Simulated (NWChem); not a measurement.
A series in which one site is exchanged, each optimised at PBE0/def2-SVP with NWChem, gas phase unless a solvent is named. All stand in one matching conformer (torsions within 35°), which need not be the lowest. This build's default masses of Se (78.918 u) and Br (79.917 u) are each other's, which moves their modes by up to 0.6 %. Some are not confirmed as minima by frequencies. def2 effective core potentials on I; no spin-orbit coupling.

A: CO[SeH] (CH4OSe; site = H)
B: CO[Se]Cl (CH3ClOSe; site = Cl)
C: CO[Se]F (CH3FOSe; site = F)
D: CO[Se]I (CH3IOSe; site = I)

Values for A:

```
Item                                                  Value
----------------------------------------------------  -----
dipole (D), PBE0/def2-SVP                              1.58
orbital gap (eV), PBE0/def2-SVP                        5.80
vertical ionisation energy, ΔSCF, PBE0/def2-SVP (eV)   9.21
static polarisability, PBE0/def2-SVPD (bohr³)          47.9
```

Task: How do these values change for the other members?

Result: 
```json
[
 {"change from A": "dipole (D), PBE0/def2-SVP", "B": "+0.31", "C": "+0.58", "D": "+0.01"},
 {"change from A": "orbital gap (eV), PBE0/def2-SVP", "B": "-1.08", "C": "-0.56", "D": "-1.90"},
 {"change from A": "vertical ionisation energy, ΔSCF, PBE0/def2-SVP (eV)", "B": "-0.21", "C": "-0.04", "D": "-0.59"},
 {"change from A": "static polarisability, PBE0/def2-SVPD (bohr³)", "B": "+13.2", "C": "-1.5", "D": "+36.4"}
]
```
